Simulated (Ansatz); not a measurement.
SnHMe2(NHiPr) (C₅H₁₅NSn). The state is a singlet with charge 0. Geometry PBE-D4/def2-SVP.

Cartesian coordinates in Å:
```
C 0.1561 2.0546 -1.7017
C 2.7049 -0.4518 -1.6282
C -0.6882 -0.3438 1.6355
C -1.2421 -1.7769 1.5507
C -1.7386 0.6789 1.1952
N 0.5593 -0.1396 0.8973
Sn 0.6315 0.0042 -1.1805
H -0.4410 -1.0960 -2.0174
H 0.6916 2.7288 -1.0052
H -0.9322 2.2359 -1.6143
H 0.4770 2.2701 -2.7395
H 2.9165 -1.5240 -1.4509
H 3.3625 0.1599 -0.9804
H 2.9253 -0.2156 -2.6873
H 1.2703 -0.8118 1.2138
H -0.4666 -0.1387 2.7125
H -1.5221 -2.0273 0.5051
H -2.1417 -1.9126 2.1882
H -0.4817 -2.5146 1.8817
H -2.0547 0.4952 0.1440
H -2.6495 0.6158 1.8233
H -1.3366 1.7094 1.2583
```

In the def2 sets Sn takes a core potential; there is no spin–orbit coupling. HSE06 is defined as in plane-wave codes, on full-range PBE exchange.

Task: Estimate the orbital energies around the gap (eV) in Ansatz with PBE-D4/def2-SVP, r2SCAN-D4/def2-TZVP, PBE0-D4/def2-SVP, HSE06-D4/def2-TZVP, ωB97M-V/def2-TZVP.

Result: 
```tsv
orbital	PBE-D4/def2-SVP	r2SCAN-D4/def2-TZVP	PBE0-D4/def2-SVP	HSE06-D4/def2-TZVP	ωB97M-V/def2-TZVP
HOMO−13	-10.49	-11.01	-12.15	-11.79	-14.73
HOMO−12	-9.94	-10.44	-11.56	-11.20	-14.12
HOMO−11	-9.62	-10.11	-11.20	-10.85	-13.71
HOMO−10	-9.58	-10.07	-11.16	-10.81	-13.66
HOMO−9	-9.42	-9.92	-10.99	-10.65	-13.49
HOMO−8	-9.37	-9.87	-10.94	-10.60	-13.42
HOMO−7	-9.02	-9.51	-10.58	-10.23	-13.06
HOMO−6	-8.67	-9.13	-10.18	-9.83	-12.61
HOMO−5	-8.36	-8.78	-9.82	-9.46	-12.23
HOMO−4	-8.03	-8.43	-9.50	-9.13	-11.88
HOMO−3	-7.23	-7.62	-8.59	-8.25	-10.94
HOMO−2	-6.84	-7.18	-8.09	-7.74	-10.35
HOMO−1	-6.68	-6.99	-7.91	-7.54	-10.13
HOMO	-4.66	-5.15	-6.05	-5.81	-8.54
LUMO	0.00	-0.04	0.97	0.11	1.84
LUMO+1	0.33	0.33	1.14	0.26	1.88
LUMO+2	0.63	0.54	1.42	0.41	2.17
LUMO+3	0.94	1.01	1.83	0.81	2.61
LUMO+4	1.56	1.66	2.44	1.55	3.37
LUMO+5	2.06	2.12	2.96	1.85	3.46
```
